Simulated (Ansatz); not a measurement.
`C[N](C)[Sc]([F])[N](C)C` + `CS[SiH](N)[SiH3]` → `C[N](C)[Sc]([NH2])[N](C)C` + `CS[SiH](F)[SiH3]`  (redistribution)

Program: Ansatz. Geometries: PBE0-D4/def2-TZVP. ΔE: electronic, gas phase. CBS: MP2 limit from def2 TZ/QZ plus the TZ coupled-cluster correction, frozen cores. Functionals use def2-TZVPP. B3LYP here is the variant with VWN-RPA as its local correlation; programs differ in this. For Sc outer-core shells are correlated without core-valence functions, which leaves a few kJ/mol of doubt a bond. Scalar relativity is left out up to krypton. Each species was taken in one conformer, which may not be the lowest.

| level | ΔE (kJ/mol) | difference from CCSD(T)/CBS |
| --- | --- | --- |
| r2SCAN-D4 | 58.2 | 7.8 |
| B3LYP-D4 | 56.4 | 6.0 |
| ωB97X-V | 60.1 | 9.7 |
| PBE0 | 58.8 | 8.4 |
| B3LYP | 52.9 | 2.5 |
| HF/def2-TZVPP | 49.2 | -1.2 |
| HF/def2-QZVPP | 48.3 | -2.1 |
| MP2/def2-QZVPP | 52.9 | 2.5 |
| HF/CBS(def2) | 48.2 | -2.2 |
| MP2/CBS(def2) | 52.6 | 2.2 |
| CCSD(T)/CBS | 50.4 | 0 |

Largest T1 diagnostic among the species: 0.015.

The D4 term adds +3.5 kJ/mol with B3LYP and +1.8 kJ/mol with PBE0; it sums over pairs of atoms, weighted by their polarisabilities, and B3LYP, whose exchange is more repulsive, gets the larger term.

CCSD(T)/CBS has its own doubt, a few kJ/mol and more with outer-core shells, so smaller differences from it don't rank the levels.
